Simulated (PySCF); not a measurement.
# Relaxation of singlet IH₃

All numbers come from PBE0 in PySCF with I x2c-TZVPall, H x2c-TZVPall; spin-free X2C, no spin–orbit coupling; density-fitted integrals. A (50,194) grid was used.

A start at or just off a symmetric point, pushed along the force that breaks its symmetry, of Cs symmetry, free to break it:

Coordinates in bohr (charge 0 multiplicity 1):
```
I    -0.0031    0.0000   -0.0559
H     2.6169    0.0000    2.4175
H    -1.1152    2.2906    2.3127
H    -1.1152   -2.2906    2.3128
```

(1) What forces act on the atoms at the start (eV/Å)?

(2) What does it relax to?

(3) How much energy is released, and in how many steps?

Answers

(1) 
```
atom     Fx     Fy     Fz
  I1  -0.86   0.00   0.76
  H2  -0.12   0.00   0.29
  H3   0.48   0.48  -0.56
  H4   0.48  -0.48  -0.56
```

(2) It ends at C2v with I–H 1.626 Å, I–H 1.835 Å (×2); H–I–H 81.1° (×2), H–I–H 162.1°. A frequency run shows a minimum. Other isomers or separated fragments may lie lower.

(3) 324.1 kJ/mol in 10 steps.

The relaxation took roughly 50 core-seconds on a shared host.
